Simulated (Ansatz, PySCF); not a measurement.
The PySCF input:
```python
from pyscf import gto, scf, cc

mol = gto.M(
    atom='''
C     0.35972231   -2.09494642   -1.74438884
O     0.72116892   -0.95011780   -1.13594221
Si   -0.00762696   -0.02170178   -0.00629818
O     1.09045178    1.10481060    0.39393870
C     2.44442596    0.92202627    0.72542551
O    -0.48414978   -1.04425416    1.15708566
C    -1.34377516   -0.79046899    2.24073632
O    -1.33268157    0.78643605   -0.47504907
C    -1.42507681    1.86702797   -1.36971891
H     1.11618260   -2.54561285   -2.35724859
H    -0.49719581   -2.63608161   -1.39548400
H     2.53967404    0.36283877    1.65837375
H     2.88716819    1.91130297    0.84421301
H     2.96187272    0.37821496   -0.06590032
H    -1.55911122   -1.74773294    2.71606815
H    -2.26971706   -0.33135269    1.89402677
H    -0.86509745   -0.12285091    2.96012744
H    -2.44792302    2.24169166   -1.32249569
H    -1.20136713    1.53976829   -2.38715119
H    -0.72780088    2.65680884   -1.08894369
''',
    basis='sto-3g',
    spin=1,
    verbose=4,
)

mf = scf.UHF(mol)
mf.kernel()

mycc = cc.CCSD(mf, frozen=13)
mycc.kernel()
et = mycc.ccsd_t()
print('E(CCSD(T)) = %.10f' % (mycc.e_tot + et))
```

Question: Convert this to an input for Ansatz (a first-principles code).

Answer: This is not unique; one that fits is 
Ansatz 0.2 input:
```yaml
crystal:
  periodic: [false, false, false]
  atoms:
    - {symbol: C, position_ang: [0.35972231, -2.09494642, -1.74438884]}
    - {symbol: O, position_ang: [0.72116892, -0.95011780, -1.13594221]}
    - {symbol: Si, position_ang: [-0.00762696, -0.02170178, -0.00629818]}
    - {symbol: O, position_ang: [1.09045178, 1.10481060, 0.39393870]}
    - {symbol: C, position_ang: [2.44442596, 0.92202627, 0.72542551]}
    - {symbol: O, position_ang: [-0.48414978, -1.04425416, 1.15708566]}
    - {symbol: C, position_ang: [-1.34377516, -0.79046899, 2.24073632]}
    - {symbol: O, position_ang: [-1.33268157, 0.78643605, -0.47504907]}
    - {symbol: C, position_ang: [-1.42507681, 1.86702797, -1.36971891]}
    - {symbol: H, position_ang: [1.11618260, -2.54561285, -2.35724859]}
    - {symbol: H, position_ang: [-0.49719581, -2.63608161, -1.39548400]}
    - {symbol: H, position_ang: [2.53967404, 0.36283877, 1.65837375]}
    - {symbol: H, position_ang: [2.88716819, 1.91130297, 0.84421301]}
    - {symbol: H, position_ang: [2.96187272, 0.37821496, -0.06590032]}
    - {symbol: H, position_ang: [-1.55911122, -1.74773294, 2.71606815]}
    - {symbol: H, position_ang: [-2.26971706, -0.33135269, 1.89402677]}
    - {symbol: H, position_ang: [-0.86509745, -0.12285091, 2.96012744]}
    - {symbol: H, position_ang: [-2.44792302, 2.24169166, -1.32249569]}
    - {symbol: H, position_ang: [-1.20136713, 1.53976829, -2.38715119]}
    - {symbol: H, position_ang: [-0.72780088, 2.65680884, -1.08894369]}
basis:
  gaussian:
    orbitals: STO-3G
magnetization: {spin_polarized: true, initial_magnetization: 1}
correlation: {method: ccsd_t, electrons: outside_noble_gas}
accuracy: high
```

Both were run: PySCF gave -737.510037 Eh and Ansatz -737.510037 Eh, 0.000 mEh apart.
